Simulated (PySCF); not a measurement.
H3Sn, SMILES [SnH3-], charge -1.

Coordinates come from a B3LYP-D3(BJ)/def2-TZVPD optimisation. The def2 effective core potentials stand for the cores of Sn; spin–orbit coupling is left out.

Computed with PBE0/def2-TZVPD (PySCF).

Isolated molecule, no solvent.

- total energy = -216.10628 hartree
- point group = C3v
- highest occupied level = -0.40 eV
- lowest empty level = 4.09 eV
- orbital gap = 4.49 eV
- dipole moment about the centre of nuclear charge = 1.38 D
- mean static polarisability = 90.4 bohr³ (13.39 Å³)
- polarisability, principal values = 83.3, 83.3, 104.4 bohr³
